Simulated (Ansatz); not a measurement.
Reaction (substitution at a C–C bond): `FCCC[SiH3]` + HCl → `FCCCl` + `C[SiH3]`

Computed with Ansatz on PBE0-D4/def2-TZVP structures; ΔE is electronic, products minus reactants. CBS: MP2 limit from def2 TZ/QZ plus the TZ coupled-cluster correction, frozen cores. This one scheme is used for every species. Functionals use def2-TZVPP. One conformer a species, not always the lowest.

```json
{"species": "`FCCC[SiH3]`", "ωB97M-V energy (Eh)": "-509.03806"}
{"species": "HCl", "ωB97M-V energy (Eh)": "-460.79014"}
{"species": "`FCCCl`", "ωB97M-V energy (Eh)": "-638.65555"}
{"species": "`C[SiH3]`", "ωB97M-V energy (Eh)": "-331.16718"}
```

Question: Work out ΔE.

Answer: ΔE = (-638.65555) + (-331.16718) − (-509.03806) − (-460.79014) = 0.00547 Eh = +0.15 eV. CCSD(T)/CBS gives +0.17 eV.

Largest T1 diagnostic among the species: 0.010.

In def2-TZVPP, CCSD(T) changes the Hartree–Fock value by +0.13 eV (the triples alone add +0.00 eV) and MP2 by +0.13 eV. The D4 term adds +0.06 eV with B3LYP and +0.04 eV with PBE0; it sums over pairs of atoms, weighted by their polarisabilities, and B3LYP, whose exchange is more repulsive, gets the larger term.

B3LYP here is the variant with VWN-RPA as its local correlation; programs differ in this.
